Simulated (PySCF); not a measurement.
In(I)(OH)2 (H2IInO2), SMILES [OH][In]([OH])[I].

The structure is a stationary point at B3LYP-D3(BJ)/def2-SVP. The def2 effective core potentials stand for the cores of I, In; spin–orbit coupling is left out. Other conformers were not sampled.

Level of theory: PySCF with PBE0/def2-TZVP.

Isolated molecule, no solvent.

```
Quantity                                                                                                         Value
---------------------------------------------------------------------------------------------  -----------------------
total energy                                                                                        -639.50444 hartree
point group                                                                                                         Cs
highest occupied level                                                                                        -7.95 eV
lowest empty level                                                                                            -2.54 eV
orbital gap                                                                                                    5.41 eV
dipole moment                                                                                                0.272 e·Å
quadrupole, principal values (traceless, Buckingham form, about the centre of nuclear charge)    -5.51, 1.85, 3.67 D·Å
mean static polarisability                                                                       75.0 bohr³ (11.11 Å³)
polarisability, principal values                                                               52.5, 70.3, 102.3 bohr³
```
